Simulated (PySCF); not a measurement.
C6H11O2PSi.
Numbering: `[CH3:1][O:2][C:3]1=[C:4]([CH3:5])[CH:6]=[C:7]([SiH3:8])[P@H:9]1=[O:10]`

Probes without a nucleus sit at each ring's centroid and 1 Å off its mean plane on both sides; NICS is minus the shielding there, NICSzz its component along the normal. Level: GIAO PBE0/pcSseg-1 (PySCF, non-relativistic, gas phase) on the GFN2-xTB geometry, one conformer.

Ring bond lengths (Å), with Mayer bond orders in brackets: C3–C4 1.354 (1.69), C4–C6 1.450 (1.10), C6–C7 1.347 (1.75), C7–P9 1.800 (0.88), P9–C3 1.834 (0.81).

Problem. Give the NICS values of each ring in ppm.

Solution. 
| ring | type | NICS(0) | NICS(1), two faces | NICS(1)zz, two faces | rms pucker (Å) | centre to ring atoms, mean (Å) |
| --- | --- | --- | --- | --- | --- | --- |
| C3–C4–C6–C7–P9 | 5-membered ring with P; formal bonds 2 double, 3 single | -0.4 | -3.1 / -1.7 | 2.8 / 2.9 | 0.01 | 1.32 |

Problem. What do they say, and how far can they be read as aromaticity?

Solution. 
- C3–C4–C6–C7–P9: mean NICS(1)zz 2.9 ppm, near zero. P9 has four or more neighbours, so the value isn't read as a sign of a π ring current.

Problem. At the first NICS(1) probe listed for ring C3–C4–C6–C7–P9, 1 Å off the ring, how large is the induced field along the normal in 11.7 T applied along it?

Solution. NICSzz × B0 = 2.8 ppm × 11.7 T = 33 μT, along the applied field.

Problem. Give the inner angles of the rings and the Hirshfeld charges of the ring atoms.

Solution. 
- C3–C4–C6–C7–P9: C3 108.8° (+0.022 e), C4 113.4° (-0.022 e), C6 118.0° (-0.021 e), C7 107.6° (-0.167 e), P9 92.2° (+0.384 e); sum 540.0° against 540° for a flat convex ring.

Problem. What are the shieldings of the ring atoms and their hydrogens in the same run (means over atoms taken as equivalent)?

Solution. 
| atoms | environment | σ isotropic (ppm) |
| --- | --- | --- |
| C3 | vinylic carbon bearing oxygen | 16.0 |
| C4 | fully substituted alkene carbon | 60.3 |
| C6 | alkene CH carbon | 22.9 |
| C7 | fully substituted alkene carbon | 65.6 |
| P9 | phosphoryl phosphorus | 327.2 |
| H on C6 | vinylic hydrogen | 24.59 |
| H on P9 | P–H hydrogen | 24.04 |

Shape of the structure used: `[CH3:1][O:2][C:3]1=[C:4]([CH3:5])[CH:6]=[C:7]([SiH3:8])[P@H:9]1=[O:10]`: C1–O2–C3–C4 -175°.
